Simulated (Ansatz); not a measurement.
InSi19H28⁻, a doped nanocrystal cut from the lattice of silicon (In on an inner site), relaxed as a singlet with RKS r2SCAN-D4/def2-SVP in Ansatz, starting from a model built from a lattice or polyhedron. Force threshold 0.03 eV/Å.

In the def2 sets In takes a core potential; there is no spin–orbit coupling. Single mean-field runs in def2-SVP are fitted with def2-universal-jkfit.

Start:

```xyz
48

Si   -3.8192   -2.0115    0.6195
Si   -1.2121    4.0904    0.8953
Si    2.2755    2.5709    1.4827
Si   -0.3426   -3.5239    1.2136
Si    2.7031   -1.2426    1.6602
In   -0.7565    0.2819    1.0589
Si   -2.4609   -0.0454   -2.3671
Si    0.5876    2.2373   -1.9666
Si    0.9958   -1.5541   -1.7489
Si    4.0696    0.7185   -1.3593
Si   -2.1539    2.0941    1.5840
Si   -1.7443   -1.7296    1.7193
Si   -3.4528   -2.0431   -1.6728
Si    1.2971    0.5667    2.1902
Si   -0.8178    4.0506   -1.4127
Si    2.6591    2.5123   -0.8299
Si    1.7132   -3.2608    2.3189
Si    0.0144   -3.6005   -1.0968
Si    3.0881   -1.2740   -0.6782
Si   -0.3919    0.2385   -1.2471
H    -4.4297   -3.2610    1.0619
H    -4.7087   -0.9052    0.9658
H    -2.0557    5.1823    1.2303
H     0.0781    4.2508    1.5756
H     3.5379    2.7368    2.1702
H     1.4317    3.6740    1.8230
H    -0.9640   -4.7594    1.6408
H     3.9910   -1.0622    2.3605
H    -3.3151    1.0483   -2.0571
H    -2.2285   -0.0833   -3.8149
H     0.8400    2.2046   -3.3856
H     1.2574   -1.6401   -3.2029
H     5.3497    0.8744   -0.6571
H     4.3061    0.7002   -2.7946
H    -2.4266    2.1217    2.9987
H    -3.4374    1.9091    0.9186
H    -1.9648   -1.6990    3.1732
H    -4.7192   -2.2217   -2.3833
H    -2.5692   -3.1785   -2.0058
H     1.0663    0.6132    3.6044
H    -0.1643    5.2791   -1.8170
H    -2.0816    3.8333   -2.1261
H     3.2574    3.7437   -1.2450
H     1.4744   -3.2107    3.7670
H     2.5818   -4.3684    2.0129
H     0.8973   -4.7015   -1.4058
H    -1.2308   -3.7533   -1.7658
H     3.9748   -2.4029   -1.0048
```

```json
{"step": "1", "energy (eV)": "-155253.8729", "largest force component (eV/Å)": "1.793", "SCF passes": "17"}
{"step": "2", "energy (eV)": "-155255.9446", "largest force component (eV/Å)": "0.636", "SCF passes": "26"}
{"step": "3", "energy (eV)": "-155256.5809", "largest force component (eV/Å)": "0.199", "SCF passes": "19"}
{"step": "4", "energy (eV)": "-155256.7325", "largest force component (eV/Å)": "0.166", "SCF passes": "19"}
{"step": "5", "energy (eV)": "-155256.8014", "largest force component (eV/Å)": "0.122", "SCF passes": "20"}
{"step": "6", "energy (eV)": "-155256.8270", "largest force component (eV/Å)": "0.045", "SCF passes": "19"}
{"step": "7", "energy (eV)": "-155256.8316", "largest force component (eV/Å)": "0.022", "SCF passes": "19"}
```

Force components are those of the run's own axes.

End:

```csv
atom,x (Å),y (Å),z (Å)
Si1,-3.868,-2.238,0.621
Si2,-1.492,4.294,0.765
Si3,2.621,2.496,1.569
Si4,-0.316,-3.653,1.220
Si5,2.770,-1.250,1.684
In6,-0.887,0.339,1.382
Si7,-2.438,0.004,-2.354
Si8,0.606,2.206,-1.893
Si9,1.004,-1.555,-1.780
Si10,4.064,0.711,-1.385
Si11,-2.483,2.359,1.659
Si12,-1.878,-2.013,1.850
Si13,-3.655,-1.907,-1.704
Si14,1.494,0.601,2.380
Si15,-0.815,4.038,-1.477
Si16,2.669,2.509,-0.788
Si17,1.720,-3.257,2.344
Si18,0.232,-3.662,-1.070
Si19,3.060,-1.288,-0.658
Si20,-0.417,0.214,-1.187
H21,-4.562,-3.561,0.814
H22,-4.835,-1.194,1.105
H23,-2.390,5.503,0.812
H24,-0.273,4.661,1.560
H25,4.061,2.540,2.008
H26,1.997,3.765,2.068
H27,-0.753,-5.052,1.574
H28,4.154,-1.256,2.281
H29,-3.308,1.189,-2.045
H30,-2.294,-0.041,-3.851
H31,0.925,2.228,-3.366
H32,1.298,-1.623,-3.256
H33,5.421,0.879,-0.762
H34,4.269,0.665,-2.873
H35,-2.872,2.703,3.073
H36,-3.784,2.193,0.920
H37,-2.237,-2.339,3.278
H38,-5.042,-1.815,-2.281
H39,-3.036,-3.124,-2.324
H40,1.615,0.633,3.883
H41,-0.132,5.300,-1.929
H42,-2.041,3.900,-2.335
H43,3.304,3.788,-1.267
H44,1.485,-3.225,3.829
H45,2.650,-4.410,2.085
H46,1.349,-4.651,-1.269
H47,-0.915,-4.155,-1.901
H48,3.959,-2.444,-1.008
```

By distances, no bond broke or formed. The bond that changes most is In6–Si20, from 2.34 to 2.62 Å (atoms count from 1).

No frequencies were taken in this run, so the end may be a saddle point.

It took 35 s on 2 threads of AMD EPYC 7R13 on a shared host and a share (18 GiB) of an NVIDIA H100 80GB HBM3, peak host memory 1.1 GiB.
